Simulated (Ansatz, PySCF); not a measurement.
C₄H₄BN, SMILES C#CB(N)C#C. Atoms are numbered in the order given.

```xyz
10

C      0.0000    -2.3866    -0.9837
C      0.0000    -1.3335    -0.3652
B      0.0000     0.0000     0.4003
N      0.0000     0.0000     1.8007
C      0.0000     1.3335    -0.3652
C      0.0000     2.3866    -0.9837
H      0.0000    -3.3111    -1.5328
H      0.0000    -0.8533     2.3465
H      0.0000     0.8533     2.3465
H      0.0000     3.3111    -1.5328
```

The structure is a stationary point at r2SCAN-D4/def2-SVP. This is a generated structure with no PubChem entry under its InChIKey; it may be hypothetical. Other conformers were not sampled.

Two levels are set side by side: PBE-D3(BJ)/def2-SVP (Ansatz, a program for electronic structure) and r2SCAN-D4/def2-SVP (Ansatz). Each level has its own optimised geometry; the coordinates shown are those of the second. Frequencies come from the Hessian of PySCF at each geometry. Differences are taken from unrounded values.

```
quantity                            r2SCAN-D4
----------------------------------  ---------
mean bond length (Å)                    1.233
bond C1–C2 (Å)                          1.221
bond C2–B3 (Å)                          1.538
bond B3–N4 (Å)                          1.400
bond B3–C5 (Å)                          1.538
bond C5–C6 (Å)                          1.221
bond C1–H7 (Å)                          1.075
bond N4–H8 (Å)                          1.013
bond N4–H9 (Å)                          1.013
bond C6–H10 (Å)                         1.075
highest harmonic wavenumber (cm⁻¹)       3713
mean harmonic wavenumber (cm⁻¹)          1273
zero-point energy (kcal/mol)            43.67
```

Q: What does PBE-D3(BJ) give, and how far is it from r2SCAN-D4? (The exact figures need the calculation; the answer reports its results.)

A: 
| quantity | PBE-D3(BJ) | PBE-D3(BJ) minus r2SCAN-D4 |
|---|---|---|
| mean bond length (Å) | 1.239 | 0.006 |
| bond C1–C2 (Å) | 1.229 | 0.008 |
| bond C2–B3 (Å) | 1.539 | 0.002 |
| bond B3–N4 (Å) | 1.407 | 0.006 |
| bond B3–C5 (Å) | 1.539 | 0.002 |
| bond C5–C6 (Å) | 1.229 | 0.008 |
| bond C1–H7 (Å) | 1.082 | 0.007 |
| bond N4–H8 (Å) | 1.020 | 0.007 |
| bond N4–H9 (Å) | 1.020 | 0.007 |
| bond C6–H10 (Å) | 1.082 | 0.007 |
| highest harmonic wavenumber (cm⁻¹) | 3627 | -86 |
| mean harmonic wavenumber (cm⁻¹) | 1245 | -28 |
| zero-point energy (kcal/mol) | 42.71 | -0.96 |
